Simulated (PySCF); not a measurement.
Re: interval between two levels

Re [Xe] 4f14 5d5 6s2 [6S5/2, M_J = 5/2] → Re [Xe] 4f14 5d5 6s1 6p1 [8P9/2, M_J = 9/2], as a difference of total energies. All numbers are calculated (PySCF 2.14, the two-component X2C-1e Hamiltonian, in x2c-SVPall-2c with one added diffuse shell each of s, d type (8s9p10d2f, 99 functions)). "Screened" scales the spin-orbit matrix elements by Boettger's factors to mimic the two-electron term; Breit and QED terms are absent.

```json
{"method": "GHF (spin-free)", "interval between two levels (cm⁻¹)": "11141"}
{"method": "GHF (screened spin-orbit)", "interval between two levels (cm⁻¹)": "12552"}
```

The labels give the starting determinants; with spin-orbit coupling the two ends relaxed to ⟨J²⟩ = 8.80, ⟨L²⟩ = 0.24, ⟨S²⟩ = 8.60 and ⟨J²⟩ = 24.76, ⟨L²⟩ = 2.30, ⟨S²⟩ = 15.53.
